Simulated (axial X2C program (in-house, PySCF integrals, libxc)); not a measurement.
CaSb: bond constants with and without spin–orbit coupling

Computed with an in-house all-electron X2C program for linear molecules (integrals from PySCF). Spin-free means the one-electron spin-free X2C Hamiltonian; two-component (2c) means X2C with spin–orbit coupling and atomic mean-field two-electron Coulomb and Gaunt terms, so the difference of the two also holds small scalar two-electron terms. Basis: Sb dyall-cv3z [11s12p8d4f1g], Ca dyall-cv3z [11s12p6d4f] (cores contracted in-house); Gaussian nuclei, density fitting, unrestricted open shells. Masses: Sb 120.904 u, Ca 39.963 u.

Input file and command:
```json
{"zs": [51, 20], "q": 0, "bas": ["dyall-cv3z", "dyall-cv3z"], "levels": ["PBE0", "HF", "PBE50"], "cc": true, "r0": 3.11, "thr": -1.0, "nmax": 90, "npts": 10, "nst": 2, "ntry": 6}
```
```bash
python so2c.py task.json out
```

Keys: zs atomic numbers; q charge; bas basis sets; levels methods; cc coupled cluster on or off; r0 starting distance in Å; thr threshold in hartree for freezing inner shells (an s shell follows its p shell); nmax most natural virtual spinors; npts points on the curve; nst determinants followed; ntry starts of the search. HF also brings MP2.

State, spin-free: M_S = 3/2, Λ = 0 (beyond evenly filled blocks: σα, π+α, π-α); electrons by block: σα: 17, σβ: 16, π+α: 8, π+β: 7, π-α: 8, π-β: 7, δ+α: 2, δ+β: 2, δ-α: 2, δ-β: 2. Fragments: Sb + Ca.

State, 2c: Ω = 3/2 (⟨Sz⟩ = 1.41, ⟨Lz⟩ = 0.09 at HF); electrons by block: 1/2: 24, -1/2: 24, 3/2: 10, -3/2: 9, 5/2: 2, -5/2: 2. Fragments: Sb + Ca.

```tsv
Hamiltonian	level	Re (Å)	ωe (cm⁻¹)	ωexe (cm⁻¹)	Be (cm⁻¹)	αe (cm⁻¹)	De (eV)	D0 (eV)	k (mdyn/Å)	μ (D)
spin-free	PBE0	3.085	179.7	0.673	0.05897	0.00027	1.09	1.08	0.572	3.35
spin-free	HF	3.178	174.9	0.79	0.05556	0.000259	0.526	0.515	0.542	4.10
spin-free	MP2	3.171	175.7	0.515	0.05581	0.000234	0.730	0.719	0.546	n/a
spin-free	CCSD	3.175	171.1	n/a	0.05566	0.000272	0.658	0.648	0.518	n/a
spin-free	CCSD(T)	3.178	170.5	n/a	0.05556	0.000269	0.721	0.710	0.514	n/a
spin-free	PBE50	3.082	185.9	0.648	0.05911	0.000255	1.06	1.05	0.611	3.60
2c	HF	3.165	174.5	0.755	0.05604	0.000251	0.540	0.530	0.539	4.21
```

Correlated methods: 7 electrons correlated (number of frozen shells: Sb 4 s, 3 p, 2 d; Ca 3 s, 2 p), 311 virtual spin orbitals or spinors in MP2, 88 natural virtuals in coupled cluster.

Dipoles are positive if Ca is the positive end.

One determinant describes the state; a PBE0 search over occupations chose it and may have missed a lower one. De is counted from the lowest determinant-based energies of the atoms at the same level, without counterpoise correction. Coupled cluster ran in a truncated set of natural virtual spinors; the MP2 energy of the rest was added. (T) has no such correction and the atoms are truncated less, which lowers De at CCSD(T) by a hundredth of an eV or more. Other states lie close and PBE0, whose exact exchange favours high spin, may order them wrongly; the determinant shown need not be the ground state. The nearest other spin-free determinant of the search, M_S = 1/2, Λ = 0, lies 0.06 eV up at the distance of the search. With several unpaired electrons one determinant need not be a pure state. The outer-core s and p shells of the metal are frozen in the correlated rows, which leaves out core–valence correlation; for alkali and alkaline-earth bonds that tends to lengthen them. Some points did not converge and are left out. This is the top spin component of a Σ state; components of lower Ω are not single determinants and can lie lower. The stretched end of a curve changes character and is left out. With the outer-core shells frozen, correlated bond lengths of heavy atoms tend to come out a few hundredths of an ångström too long.

No reliable constants came from CCSD (2c), CCSD(T) (2c), MP2 (2c), PBE0 (2c), PBE50 (2c): no minimum in range, unconverged points, a curve that is not smooth, a change of character along it, or the two Hamiltonians disagreeing along it.

Rough cost a point (2c) on 1 thread(s) of a shared host, integrals apart: HF 1.1 s.

The whole task took 3.1 min on 1 thread of Arm Neoverse V1 (shared host).
